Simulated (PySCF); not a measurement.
Species: `COc1ccc(C#P)cc1`. The columns A, B, C and D hold Mulliken, IAO, Hirshfeld and ESP-fitted charges (e) of one PBE0/pcSseg-1 density (PySCF), in a shuffled order. Coordinates in Å (GFN2-xTB); the density's dipole moment is (-3.41, 0.74, -0.39) D.

| atom | x | y | z | A | B | C | D |
| --- | --- | --- | --- | --- | --- | --- | --- |
| C1 | -2.983 | 0.225 | -0.211 | -0.043 | -0.030 | -0.209 | -0.101 |
| O2 | -1.996 | -0.777 | -0.214 | -0.484 | -0.101 | -0.318 | -0.342 |
| C3 | -0.704 | -0.424 | 0.024 | +0.236 | +0.085 | +0.215 | +0.559 |
| C4 | 0.223 | -1.470 | 0.007 | -0.088 | -0.064 | -0.180 | -0.477 |
| C5 | 1.556 | -1.230 | 0.235 | +0.041 | -0.032 | -0.123 | -0.041 |
| C6 | 2.009 | 0.073 | 0.489 | -0.263 | -0.020 | -0.042 | +0.163 |
| C7 | 3.366 | 0.321 | 0.720 | -0.181 | -0.098 | -0.295 | -0.317 |
| P8 | 4.881 | 0.586 | 0.976 | +0.149 | +0.001 | +0.186 | +0.045 |
| C9 | 1.078 | 1.115 | 0.504 | +0.042 | -0.033 | -0.117 | -0.131 |
| C10 | -0.262 | 0.873 | 0.275 | -0.143 | -0.074 | -0.219 | -0.393 |
| H11 | -3.049 | 0.722 | 0.762 | +0.114 | +0.046 | +0.137 | +0.086 |
| H12 | -2.800 | 0.972 | -0.991 | +0.114 | +0.046 | +0.137 | +0.087 |
| H13 | -3.921 | -0.287 | -0.418 | +0.138 | +0.059 | +0.169 | +0.125 |
| H14 | -0.136 | -2.468 | -0.189 | +0.102 | +0.054 | +0.169 | +0.211 |
| H15 | 2.267 | -2.043 | 0.221 | +0.081 | +0.057 | +0.168 | +0.164 |
| H16 | 1.416 | 2.123 | 0.699 | +0.080 | +0.056 | +0.167 | +0.182 |
| H17 | -0.952 | 1.702 | 0.294 | +0.102 | +0.048 | +0.155 | +0.183 |

**Question.** Which column most likely holds the ESP-fitted charges?

**Answer.** D. Σ q r misses the density's dipole by 0.02 D (D), 0.86 D (B), 1.65 D (C), 1.88 D (A). Charges fitted to the outside potential are the only set here that is tied to the molecule's multipoles.

**Question.** And the Hirshfeld charges?

**Answer.** B. The mean sizes are 0.053 e (B), 0.141 e (A), 0.177 e (C), 0.212 e (D), and Hirshfeld charges are commonly the smallest of these schemes.

As computed, A = Mulliken, B = Hirshfeld, C = IAO, D = ESP-fitted. Hydrogens on carbon: Mulliken +0.08 to +0.14, Hirshfeld +0.05 to +0.06, IAO +0.14 to +0.17, ESP-fitted +0.09 to +0.21 e.

The Mulliken scheme gives each basis function's population to the atom it is centred on and halves the overlap population of two atoms between them. The IAO scheme projects the occupied orbitals on a minimal set of polarised atomic orbitals and counts the electrons in each atom's part of it.

Geometry: GFN2-xTB, one conformer, isolated molecule.

Conformer computed: `[CH3:1][O:2][c:3]1[cH:4][cH:5][c:6]([C:7]#[P:8])[cH:9][cH:10]1`: C1–O2–C3–C4 180°.
